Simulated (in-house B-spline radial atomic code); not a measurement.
# How G0W0 and RPA depend on the start: the caesium ion Cs⁸⁺

Configuration [Kr] 4d10 5s1, highest spin. Computed with a B-spline radial code for spherical atoms: all electrons, scalar-relativistic (spin-free one-electron X2C), finite nucleus, each spin shell either full or empty, empty states to l = 9 with an (l + 1/2)⁻⁴ tail; G0W0 by contour deformation at full frequency.

```tsv
start	mean-field 5s up (eV)	G0W0 (eV)	QP weight	RPA correlation (Eh)
Hartree-Fock	-124.02	-126.19	0.984	-3.5833
LDA VWN5	-120.35	-126.67	0.975	-3.8486
PBE	-119.74	?	?	?
PBE0	-121.01	-126.47	0.978	-3.7724
r2SCAN	-119.63	-126.54	0.977	-3.797
HSE06	-120.69	-126.50	0.978	-3.7768
B3LYP (VWN-RPA)	-121.15	-126.54	0.978	-3.7878
SCAN	-119.98	-126.55	0.976	-3.7951
TPSS	-119.29	-126.58	0.976	-3.8307
BHandHLYP	-122.48	-126.40	0.981	-3.7065
CAM-B3LYP	-122.98	-126.47	0.980	-3.7639
LC-wPBE	-124.29	-126.41	0.981	-3.7725
wB97X	-123.31	-126.35	0.981	-3.7545
PBEsol	-119.80	-126.61	0.976	-3.8456
BLYP	-119.97	-126.64	0.975	-3.8451
r2SCAN0	-121.03	-126.44	0.979	-3.7408
LDA exchange-only	-119.04	?	?	?
```

What G0W0 level, weight and RPA correlation energy follow from the PBE start?

G0W0 level -126.59 eV, weight 0.976, RPA correlation -3.8438 hartree.

What G0W0 level, weight and RPA correlation energy follow from the LDA exchange-only start?

G0W0 level -126.72 eV, weight 0.976, RPA correlation -3.8479 hartree.

How much of the dependence on the start does G0W0 remove?

The mean-field levels span 5.25 eV and the G0W0 levels 0.534 eV. Against 125.61 ± 0.09 eV (NIST, semi-empirical) the G0W0 removal energies are off by +0.58 to +1.11 eV, with spin-orbit coupling, Breit and QED terms left out.
